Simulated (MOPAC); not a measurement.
MOPAC input (PM3):

```
PM3 PRECISE GNORM=0.05 LET XYZ UHF MS=0.5 GEO-OK AUX(PRECISION=9) THREADS=1
CBr

C    -0.00000000 1   -0.00000000 1   -1.56301822 1
Br    0.00000000 1    0.00000000 1    0.26794598 1
```

From the last part of the output:

```
                                                       MOPAC v23.2.5 Linux

          FINAL HEAT OF FORMATION =        136.76740 KCAL/MOL =     572.23480 KJ/MOL

          COSMO AREA              =         78.32 SQUARE ANGSTROMS
          COSMO VOLUME            =         61.79 CUBIC ANGSTROMS

          GRADIENT NORM           =          0.00894          =       0.00632 PER ATOM
          IONIZATION POTENTIAL    =          9.914252 EV
          ALPHA SOMO LUMO (EV)    =         -9.914 -2.137
          BETA  SOMO LUMO (EV)    =        -11.346 -1.135
          NO. OF ALPHA ELECTRONS  =          6
          NO. OF BETA  ELECTRONS  =          5
          MOLECULAR WEIGHT        =         91.9150         POINT GROUP:  C*v

          MOLECULAR DIMENSIONS (Angstroms)

            Atom       Atom       Distance
           Br     2    C     1     1.84381
           Br     2    C     1     0.00000
            C     1   Br     2     0.00000

          SCF CALCULATIONS        =          5

   ATOM   CHEMICAL          X               Y               Z
  NUMBER   SYMBOL      (ANGSTROMS)     (ANGSTROMS)     (ANGSTROMS)

     1       C          0.00000000  *   0.00000000  *  -1.56944219  *
     2      Br          0.00000000  *   0.00000000  *   0.27436995  *

                             CARTESIAN COORDINATES

   1    C        0.000000000     0.000000000    -1.569442185
   2   Br        0.000000000     0.000000000     0.274369945

           Empirical Formula: C Br  =     2 atoms

      MOLECULAR POINT GROUP   :   C*v

          ALPHA EIGENVALUES
 -23.63449 -20.18661 -12.62874 -12.29796 -12.26604  -9.91425  -2.13721  -0.28694

           BETA EIGENVALUES
 -22.66219 -19.29645 -12.29946 -12.18856 -11.34594  -1.13499   0.43538   0.46217

              NET ATOMIC CHARGES AND DIPOLE CONTRIBUTIONS

  ATOM NO.   TYPE          CHARGE      No. of ELECS.   s-Pop       p-Pop
    1          C           0.133971        3.8660     1.94990     1.91613
    2         Br          -0.133971        7.1340     1.96241     5.17156
 DIPOLE           X         Y         Z       TOTAL
 POINT-CHG.     0.000     0.000    -1.186     1.186
 HYBRID         0.000    -0.000     0.846     0.846
 SUM            0.000    -0.000    -0.341     0.341

          ATOMIC ORBITAL ELECTRON POPULATIONS

     Atom    s        px        py        pz
    1  C   1.94990   1.03267   0.14983   0.73363
    2 Br   1.96241   1.96733   1.85017   1.35406

                    (SZ)    =    0.500000
                    (S**2)  =    0.764540

          ATOMIC ORBITAL SPIN POPULATIONS

    Atom   Total    s     px     py     pz
         Atomic
    1  C  1.0942 -0.004  0.967  0.037  0.093
    2 Br -0.0942 -0.003  0.033 -0.037 -0.087

 **********************
 *                    *
 * JOB ENDED NORMALLY *
 *                    *
 **********************

 == MOPAC DONE ==
```
